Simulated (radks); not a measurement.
Ta43+, 30 electrons, occupied as [Ar] 3d10 4s2. Calculated with a radial shooting solver on a logarithmic mesh with Libxc functionals: scalar-relativistic Kohn-Sham, LB94 model potential, spin-polarised, spherical densities, finite nucleus; Fermi nuclear charge, rms radius 5.3507 fm. Some entries of the table are withheld. Estimate them.

orbital  occ.  eigenvalue (hartree)  <r> (bohr)  <1/r> (bohr^-1)
1s          2             -2561.641     0.01864            85.49
2s          2                   (1)     0.07869            20.02
2p          6             -451.7098     0.07026            18.22
3s          2             -171.2979      0.2015            7.515
3p          6             -155.6500      0.2005            6.981
3d         10             -137.9119      0.1804              (2)
4s          2             -83.70822      0.3993            3.719

Answer. 
(1) 2s eigenvalue (hartree): -504.0499
(2) 3d <1/r> (bohr^-1): 6.615
